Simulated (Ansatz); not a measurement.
Cartesian coordinates in Å:
```
C -1.9573 -0.5945 -0.2221
O -0.7978 -1.3207 0.0941
Sn 0.8817 -0.3692 0.4731
C 1.4518 0.7727 -1.2297
S 0.4515 1.2030 2.2416
H -2.7916 -1.2977 -0.3046
H -2.2137 0.1438 0.5495
H -1.8724 -0.0656 -1.1824
H 1.9137 -1.6245 0.9785
H 1.5364 0.1174 -2.0965
H 2.4099 1.2588 -1.0461
H 0.6954 1.5332 -1.4233
H 0.2924 0.2434 3.1679
```

Total charge 0; spin multiplicity 1. Sn: def2 effective core potential.

List the PBE/def2-TZVPP orbital energies in eV (Ansatz 0.2.0). (Best estimate.)

Computed: Occupied: -2395.62, -509.74, -269.74, -269.25, -208.57, -154.71, -154.64, -154.49, -133.41, -89.39, -89.33, -89.29, -26.27, -25.87, -25.82, -25.74, -25.73, -23.90, -17.84, -17.31, -16.13, -12.51, -10.64, -10.52, -10.42, -10.16, -10.04, -9.52, -7.87, -7.62, -6.64, -6.13, -5.94. Lowest empty: -1.25, -0.47, -0.38, -0.36, 0.80, 1.24, 1.42, 1.77.
